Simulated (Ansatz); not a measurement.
BPH₃F₃ (relaxed from a model of B(PH3)F3, whose bonding it doesn't keep) was relaxed with PBE-D4 (def2-SVP) in Ansatz in these states: charge +1 doublet, neutral singlet. The geometries follow in no particular order.

A:

| atom | x (Å) | y (Å) | z (Å) |
| --- | --- | --- | --- |
| B1 | 1.5898 | 0.3000 | 0.1356 |
| P2 | -1.1143 | -0.2068 | -0.0960 |
| H3 | -1.6055 | -1.5351 | -0.3264 |
| H4 | -1.9167 | 0.4027 | -1.1175 |
| H5 | -2.0289 | 0.0816 | 0.9714 |
| F6 | 1.8823 | -0.1315 | -1.0915 |
| F7 | 1.7588 | -0.5178 | 1.1747 |
| F8 | 1.4346 | 1.6068 | 0.3498 |

B:

```xyz
8

B    -0.483   -1.655   -0.581
P     0.491    1.302    0.506
H    -0.448    1.873   -0.395
H     1.795    1.833    0.284
H     0.082    1.485    1.857
F     0.489   -1.102   -1.298
F    -0.948   -0.902    0.446
F    -0.977   -2.832   -0.819
```

Task: Judge from the bond lengths which geometry belongs to which state (an estimate).

Result: A is the neutral singlet (B1–F8 1.333 Å, B1–F7 1.333 Å, P2–H3 1.435 Å); B is the charge +1 doublet (B1–F8 1.298 Å, B1–F7 1.356 Å, P2–H3 1.421 Å).
